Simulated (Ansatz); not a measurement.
Total energies of CrMe2 (C₂H₆Cr) from Ansatz at PBE-D4/def2-TZVPD, gas phase (1 Eh = 27.2114 eV = 2625.5 kJ/mol). The reference geometry is relaxed at PBE-D4/def2-TZVP.

```tsv
state	geometry	energy (Eh)
charge 0 quintet	reference	-1123.94115
charge -1 sextet	reference	-1123.93955
free Cr atom (septet)	–	-1044.19827
free C atom (triplet)	–	-37.79605
free H atom (doublet)	–	-0.49962
```

Other spin states of the ions weren't run at this level and may lie lower.

(1) Work out the vertical electron affinity, to the sextet.

(2) What is the binding energy per atom against free atoms?

(1) E(charge 0 quintet) − E(charge -1 sextet) = -1123.94115 − (-1123.93955) = -0.00160 Eh = -0.04 eV; so near zero that its sign isn't settled.

(2) Atoms: 1 × (-1044.19827) + 2 × (-37.79605) + 6 × (-0.49962) = -1122.78809 Eh. Binding: -1122.78809 − (-1123.94115) = 1.15306 Eh = 31.38 eV, or 3.49 eV for each of 9 atoms (no zero-point energy, no counterpoise term).

At PBE-D4/def2-TZVPD the highest occupied level of the charge -1 sextet lies above zero (up to 2.50 eV). Energy differences put its binding near zero (-0.04 eV; vertical, to the charge 0 quintet, at PBE-D4/def2-TZVPD), which leaves it undecided.
